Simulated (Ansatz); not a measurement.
ZrBrF₃⁻. Charge -1, multiplicity 2. Geometry PBE0-D4/def2-SVP, that of the neutral singlet.

```xyz
5

Zr    0.090   -0.068    0.001
Br   -1.895    1.444   -0.021
F    -0.414   -1.783    0.611
F     1.417    0.628    1.149
F     0.802   -0.221   -1.741
```

In the def2 sets Zr takes a core potential; there is no spin–orbit coupling. At PBE-D4/def2-TZVPD, r2SCAN-D4/def2-TZVPD, PBE0-D4/def2-TZVPD the highest occupied level of the charge -1 doublet lies above zero (up to 2.19 eV). By energy differences it is unbound by 0.26 eV (vertical, to the charge 0 singlet, at r2SCAN-D4/def2-TZVPD) and held by the finite basis. At PBE-D4/def2-TZVPD the gap within one spin of the charge -1 doublet nearly closes, so an electron or hole may be smeared out by delocalisation error.

Estimate the α-spin orbital energies around the gap (eV) in Ansatz with PBE-D4/def2-TZVPD, r2SCAN-D4/def2-TZVPD, PBE0-D4/def2-TZVPD.


```json
{"orbital": "HOMO−5", "PBE-D4/def2-TZVPD": "-5.72", "r2SCAN-D4/def2-TZVPD": "-5.95", "PBE0-D4/def2-TZVPD": "-6.93"}
{"orbital": "HOMO−4", "PBE-D4/def2-TZVPD": "-5.72", "r2SCAN-D4/def2-TZVPD": "-5.94", "PBE0-D4/def2-TZVPD": "-6.85"}
{"orbital": "HOMO−3", "PBE-D4/def2-TZVPD": "-4.35", "r2SCAN-D4/def2-TZVPD": "-4.39", "PBE0-D4/def2-TZVPD": "-4.95"}
{"orbital": "HOMO−2", "PBE-D4/def2-TZVPD": "-3.51", "r2SCAN-D4/def2-TZVPD": "-3.58", "PBE0-D4/def2-TZVPD": "-4.18"}
{"orbital": "HOMO−1", "PBE-D4/def2-TZVPD": "-3.49", "r2SCAN-D4/def2-TZVPD": "-3.56", "PBE0-D4/def2-TZVPD": "-4.15"}
{"orbital": "HOMO", "PBE-D4/def2-TZVPD": "1.97", "r2SCAN-D4/def2-TZVPD": "2.19", "PBE0-D4/def2-TZVPD": "1.92"}
{"orbital": "LUMO", "PBE-D4/def2-TZVPD": "2.07", "r2SCAN-D4/def2-TZVPD": "2.39", "PBE0-D4/def2-TZVPD": "2.99"}
{"orbital": "LUMO+1", "PBE-D4/def2-TZVPD": "2.12", "r2SCAN-D4/def2-TZVPD": "2.67", "PBE0-D4/def2-TZVPD": "3.35"}
{"orbital": "LUMO+2", "PBE-D4/def2-TZVPD": "2.52", "r2SCAN-D4/def2-TZVPD": "2.85", "PBE0-D4/def2-TZVPD": "3.87"}
{"orbital": "LUMO+3", "PBE-D4/def2-TZVPD": "2.62", "r2SCAN-D4/def2-TZVPD": "3.12", "PBE0-D4/def2-TZVPD": "3.91"}
{"orbital": "LUMO+4", "PBE-D4/def2-TZVPD": "3.08", "r2SCAN-D4/def2-TZVPD": "3.43", "PBE0-D4/def2-TZVPD": "3.99"}
{"orbital": "LUMO+5", "PBE-D4/def2-TZVPD": "3.13", "r2SCAN-D4/def2-TZVPD": "3.54", "PBE0-D4/def2-TZVPD": "4.01"}
{"orbital": "β HOMO", "PBE-D4/def2-TZVPD": "-3.42", "r2SCAN-D4/def2-TZVPD": "-3.47", "PBE0-D4/def2-TZVPD": "-4.01"}
{"orbital": "β LUMO", "PBE-D4/def2-TZVPD": "2.24", "r2SCAN-D4/def2-TZVPD": "2.78", "PBE0-D4/def2-TZVPD": "3.18"}
```
